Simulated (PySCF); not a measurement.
## A survey of ¹⁵N NMR shifts

Single conformer, gas phase, non-relativistic Hamiltonian, fast rotation and ring inversion assumed for equivalent nuclei. Shieldings: GIAO PBE0/pcSseg-1; GFN2-xTB structure; PySCF 2.14.0 with density-fitted response routines.

Shieldings were converted by a linear fit to measured shifts: ¹⁵N (scatter 6.3 ppm rms vs CH3NO2, solution or neat liquid). A few per cent of atoms miss by over 2 rms, more outside the fitted compound classes.

Task: Give the ¹⁵N shifts of `N#Cc1c[nH]c(F)c1`, `Cc1n[nH]c(C(C)C)n1`, `N#CC1=CSC[C@@H]1F`, `N#CCCC(=S)OCC#N`, `CC[C@H](C)n1cnnc1`, `CCn1nc(C)c(C)n1`, `Cc1cnnn1C(C)C`.

Result: 
```tsv
compound	environment	δ (ppm)
[N:1]#[C:2][c:3]1[cH:4][nH:5][c:6]([F:7])[cH:8]1	N1: nitrile nitrogen	-103.9
[N:1]#[C:2][c:3]1[cH:4][nH:5][c:6]([F:7])[cH:8]1	N5: pyrrole-type ring nitrogen	-245.5
[CH3:1][c:2]1[n:3][nH:4][c:5]([CH:6]([CH3:7])[CH3:8])[n:9]1	N3: pyridine-type nitrogen of an azole	-97.2
[CH3:1][c:2]1[n:3][nH:4][c:5]([CH:6]([CH3:7])[CH3:8])[n:9]1	N9: pyridine-type nitrogen of an azole	-129.0
[CH3:1][c:2]1[n:3][nH:4][c:5]([CH:6]([CH3:7])[CH3:8])[n:9]1	N4: pyrrole-type ring nitrogen	-194.6
N#CC1=CSC[C@@H]1F	nitrile nitrogen	-98.7
[N:1]#[C:2][CH2:3][CH2:4][C:5](=[S:6])[O:7][CH2:8][C:9]#[N:10]	N10: nitrile nitrogen	-105.9
[N:1]#[C:2][CH2:3][CH2:4][C:5](=[S:6])[O:7][CH2:8][C:9]#[N:10]	N1: nitrile nitrogen	-113.7
[CH3:1][CH2:2][C@H:3]([CH3:4])[n:5]1[cH:6][n:7][n:8][cH:9]1	N7/8: pyridine-type nitrogen of an azole (×2)	-53.5
[CH3:1][CH2:2][C@H:3]([CH3:4])[n:5]1[cH:6][n:7][n:8][cH:9]1	N5: pyrrole-type ring nitrogen	-199.6
[CH3:1][CH2:2][n:3]1[n:4][c:5]([CH3:6])[c:7]([CH3:8])[n:9]1	N4/9: pyridine-type nitrogen of an azole (×2)	-62.0
[CH3:1][CH2:2][n:3]1[n:4][c:5]([CH3:6])[c:7]([CH3:8])[n:9]1	N3: pyrrole-type ring nitrogen	-143.8
[CH3:1][c:2]1[cH:3][n:4][n:5][n:6]1[CH:7]([CH3:8])[CH3:9]	N5: pyridine-type nitrogen of an azole	-31.7
[CH3:1][c:2]1[cH:3][n:4][n:5][n:6]1[CH:7]([CH3:8])[CH3:9]	N4: pyridine-type nitrogen of an azole	-36.7
[CH3:1][c:2]1[cH:3][n:4][n:5][n:6]1[CH:7]([CH3:8])[CH3:9]	N6: pyrrole-type ring nitrogen	-136.5
```
